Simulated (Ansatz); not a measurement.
Z-matrix (Å, degrees):
```
C
Sb 1 1.954
H 1 1.085 2 122.1
H 1 1.084 2 120.7 3 -175.1
O 2 1.969 1 96.1 3 -3.3
H 5 0.961 2 111.3 1 -177.3
Zn 3 3.139 1 85.1 2 108.9
```

Total charge 0; spin multiplicity 1. Sb takes the def2 core potential. The bonds changed during the relaxation, so this is another structure than the one it started from.

Problem. List the CAM-B3LYP/def2-TZVPP orbital energies in eV (the Gaussian-basis code of Ansatz). (An estimate is asked.)

Solution. Ansatz gave: Occupied: -9450.50, -1149.51, -1012.92, -1012.92, -1012.92, -522.34, -279.14, -157.87, -132.37, -109.73, -109.72, -109.51, -88.60, -88.60, -88.59, -37.85, -37.73, -37.67, -37.56, -37.55, -28.77, -20.81, -16.72, -14.51, -14.51, -14.51, -14.50, -14.50, -14.23, -13.19, -11.62, -10.95, -9.25, -8.29, -7.02. Lowest empty: -1.17, 0.03, 0.48, 0.54, 0.99, 1.90, 2.62, 3.66.
